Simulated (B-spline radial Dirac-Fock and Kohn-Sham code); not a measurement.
# Kohn-Sham estimates against Dirac-Fock for the levels of Ag⁴¹⁺

System: silver as Ag⁴¹⁺ in the configuration 1s2 2s2 2p2.

The density-functional columns are spherical, spin-unpolarised Dirac-Kohn-Sham results without Breit or QED terms: −ε is minus the orbital energy of the initial state and ΔSCF the difference of two total energies. The reference in the last column comes from Dirac-Fock (average of configuration) total-energy differences with a finite nucleus, the Breit interaction including its frequency dependence, and self-energy and vacuum-polarisation corrections. All numbers are from an atomic code on a B-spline grid, in eV; a selection of levels is shown. The Kohn-Sham columns are given as differences from the reference. For the 1s level of heavy atoms much of the gap between ΔSCF and the reference is the Breit and QED part, -71.7 eV here; for other levels the error of the functional can be larger.

| level | LDA −ε − DF | LDA ΔSCF − DF | Dirac-Fock |
| --- | --- | --- | --- |
| 1s | -283.2 | +80.2 | 28979.7 |
| 2s | -80.2 | +8.9 | 6703.6 |
| 2p | -104.7 | -0.4 | 6443.6 |

Values without a named source are computed, but for edge energies of neutral atoms, which are taken from tables.
